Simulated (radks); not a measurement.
Species: Ga21+. Configuration: [Ne] (the NIST ground configuration).

Calculated with a radial shooting solver on a logarithmic mesh with Libxc functionals: scalar-relativistic Kohn-Sham, PBE, spin-polarised, spherical densities, finite nucleus; Fermi nuclear charge, rms radius 3.9973 fm.

Energy parts (eV):
total: -45828.554
kinetic: 46720.432
electron-nucleus: -99163.841
Hartree: 7965.811
exchange-correlation: -1350.956

Orbitals (lengths in bohr, moments of r in powers of bohr):
| orbital | occ. | eigenvalue (eV) | <r^4> | <1/r> |
|---|---|---|---|---|
| 1s | 2 | -11132.50 | 0.00002589 | 31.32 |
| 2s | 2 | -2115.154 | 0.004902 | 6.973 |
| 2p | 6 | -1960.546 | 0.003518 | 6.830 |

The highest occupied level is 2p at -1960.5 eV. For comparison, the ionisation energy in NIST's Atomic Spectra Database is 2010 eV (semi-empirical). In exact Kohn-Sham theory the highest level is minus the ionisation energy, but local and semilocal functionals leave it too shallow, through self-interaction and a potential that decays too fast; potentials with the right tail come closer. Summed over all electrons, <r^2> = 0.3679 bohr^2, which gives a Langevin (diamagnetic) susceptibility term of -0.291 x 10^-6 cm^3/mol. The electron density at the nucleus is 2.827e+04 e/bohr^3 (large components only).
